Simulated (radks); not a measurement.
Species: Tc III. Configuration: [Kr] 4d4.75 4f0.25 (fractional occupations, a model configuration).

Calculated with a radial shooting solver on a logarithmic mesh with Libxc functionals: scalar-relativistic Kohn-Sham, PBEsol, spin-polarised, spherical densities, finite nucleus; open shells are filled with parallel spins first (spin-orbit coupling, left out, can overturn this in heavy ions); Fermi nuclear charge, rms radius 4.4112 fm.

Energy parts (eV):
total: -116530.564
kinetic: 120315.142
electron-nucleus: -280166.478
Hartree: 46739.710
exchange-correlation: -3418.939

Orbitals (lengths in bohr, moments of r in powers of bohr; r(90%) holds 90 % of the orbital's charge):
orbital,occ.,eigenvalue (eV),<r^4>,r(90%)
1s up,1,-20873.42,6.529e-06,0.0615
1s down,1,-20873.43,6.529e-06,0.0615
2s up,1,-2994.032,0.001199,0.231
2s down,1,-2993.400,0.001199,0.231
2p up,3,-2682.089,0.0008588,0.212
2p down,3,-2681.612,0.0008585,0.212
3s up,1,-536.3021,0.06057,0.614
3s down,1,-535.9395,0.06045,0.614
3p up,3,-433.9550,0.06638,0.629
3p down,3,-433.5479,0.06617,0.629
3d up,5,-268.2308,0.07051,0.637
3d down,5,-267.6235,0.07003,0.636
4s up,1,-92.7984,2.431,1.54
4s down,1,-89.6218,2.376,1.53
4p up,3,-64.8498,3.861,1.73
4p down,3,-61.4053,3.793,1.72
4d up,4.75,-25.6167,15.87,2.46
4d down,0,-21.9296,17.29,2.52
4f up,0.25,-5.2109,3093,9.34

The highest occupied level is 4f up at -5.211 eV. The configuration is held as typed, so some empty levels lie below it. Spin moment in Bohr magnetons: 5. The electron density at the nucleus is 1.021e+05 e/bohr^3 (large components only). Summed over all electrons, <r^2> = 40.75 bohr^2, which gives a Langevin (diamagnetic) susceptibility term of -32.3 x 10^-6 cm^3/mol. The spin density at the nucleus is -3.966 e/bohr^3 (1s -0.055, 2s -1.102, 3s 0.416, 4s -3.225).
